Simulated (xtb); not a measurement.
COS, charge -1, doublet, geometry from GFN2-xTB (a state made from the parent by changing its charge; the spin is typed, not shown lowest); GFN1-xTB run with xtb.

The xtb input:
```
$ xtb mol.xyz --gfn 1 --chrg -1 --uhf 1 --grad --json

# file mol.xyz
3

O     -1.64907801    -0.03336150    -0.05941692
C     -0.52949391     0.41701461     0.12119998
S      1.02309922    -0.13969972    -0.01574153
```

**Question.** Write the output that xtb gives for this input, abridged.

**Answer.** 
```
   ID    Z sym.   atoms
    1    8 O      1
    2    6 C      2
    3   16 S      3

           -------------------------------------------------
          |                Calculation Setup                |
           -------------------------------------------------

           -------------------------------------------------
          |                 G F N 1 - x T B                 |
           -------------------------------------------------

          ...................................................
          :                      SETUP                      :
          :.................................................:
          :  # basis functions                  18          :
          :  # atomic orbitals                  17          :
          :  # shells                            7          :
          :  # electrons                        17          :
          :  # halogen bonds                     0          :
          :  max. iterations                   250          :
          :  Hamiltonian                  GFN1-xTB          :
          :  restarted?                      false          :
          :  GBSA solvation                  false          :
          :  PC potential                    false          :
          :  electronic temp.          300.0000000     K    :
          :  accuracy                    1.0000000          :
          :  -> integral cutoff          0.2500000E+02      :
          :  -> integral neglect         0.1000000E-07      :
          :  -> SCF convergence          0.1000000E-05 Eh   :
          :  -> wf. convergence          0.2000000E-04 e    :
          :  Broyden damping             0.4000000          :
          :  net charge                         -1          :
          :  unpaired electrons                  1          :
          ...................................................

 iter      E             dE          RMSdq      gap      omega  full diag
   1    -10.6710225 -0.106710E+02  0.784E+00    1.37       0.0  T
   2    -10.6981476 -0.271251E-01  0.471E+00    1.33       1.0  T
   3    -10.6985961 -0.448466E-03  0.208E+00    1.35       1.0  T
   4    -10.6994205 -0.824407E-03  0.195E-01    1.34       1.0  T
   5    -10.6995120 -0.915441E-04  0.105E-02    1.34       5.5  T
   6    -10.6995123 -0.311721E-06  0.165E-03    1.34      34.9  T
   7    -10.6995123 -0.197444E-08  0.756E-04    1.34      76.3  T
   8    -10.6995123 -0.145235E-08  0.394E-07    1.34  100000.0  T
   9    -10.6995123 -0.532907E-14  0.421E-08    1.34  100000.0  T

   *** convergence criteria satisfied after 9 iterations ***

         :::::::::::::::::::::::::::::::::::::::::::::::::::::
         ::                     SUMMARY                     ::
         :::::::::::::::::::::::::::::::::::::::::::::::::::::
         :: total energy             -10.641474208244 Eh    ::
         :: gradient norm              0.045673496297 Eh/a0 ::
         :: HOMO-LUMO gap              1.340225245368 eV    ::
         ::.................................................::
         :: SCC energy               -10.699512347137 Eh    ::
         :: -> electrostatic           0.201529820283 Eh    ::
         :: repulsion energy           0.058639726279 Eh    ::
         :: dispersion energy         -0.000601587386 Eh    ::
         :: halogen bond corr.         0.000000000000 Eh    ::
         :: add. restraining           0.000000000000 Eh    ::
         :: total charge              -1.000000000000 e     ::
         :::::::::::::::::::::::::::::::::::::::::::::::::::::

           -------------------------------------------------
          |                Property Printout                |
           -------------------------------------------------

    * Orbital Energies and Occupations

         #    Occupation            Energy/Eh            Energy/eV
      -------------------------------------------------------------
         1        2.0000           -0.5485877             -14.9278
         2        2.0000           -0.5040566             -13.7161
         3        2.0000           -0.3381148              -9.2006
         4        2.0000           -0.2916836              -7.9371
         5        2.0000           -0.2906190              -7.9081
         6        2.0000           -0.2421201              -6.5884
         7        2.0000           -0.1420210              -3.8646
         8        2.0000           -0.1364661              -3.7134
         9        1.0000           -0.0211605              -0.5758 (HOMO)
        10                          0.0280918               0.7644 (LUMO)
        11                          0.1744463               4.7469
        12                          0.2820092               7.6739
        13                          0.2820207               7.6742
        14                          0.3043766               8.2825
        15                          0.3265158               8.8849
        16                          0.6650766              18.0977
        17                          1.0038295              27.3156
      -------------------------------------------------------------
                  HL-Gap            0.0492524 Eh            1.3402 eV
             Fermi-level           -0.0376738 Eh           -1.0252 eV

  Mulliken/CM5 charges         n(s)   n(p)   n(d)
     1O    -0.63043 -0.66807   1.762  4.868  0.000
     2C     0.20313  0.25537   1.166  2.631  0.000
     3S    -0.57270 -0.58729   1.930  4.621  0.021

Wiberg/Mayer (AO) data.
largest (>0.10) Wiberg bond orders for each atom

 ---------------------------------------------------------------------------
     #   Z sym  total        # sym  WBO       # sym  WBO       # sym  WBO
 ---------------------------------------------------------------------------
     1   8 O    1.938 --     2 C    1.704     3 S    0.234
     2   6 C    3.337 --     1 O    1.704     3 S    1.633
     3  16 S    1.867 --     2 C    1.633     1 O    0.234
 ---------------------------------------------------------------------------

Topologies differ in total number of bonds
Writing topology from bond orders to xtbtopo.mol

 dipole moment from electron density (au)
     X       Y       Z
   0.6434   0.1874   0.0804  total (Debye):    1.715

           -------------------------------------------------
          | TOTAL ENERGY              -10.641474208244 Eh   |
          | GRADIENT NORM               0.045673496297 Eh/α |
          | HOMO-LUMO GAP               1.340225245368 eV   |
           -------------------------------------------------

normal termination of xtb
```
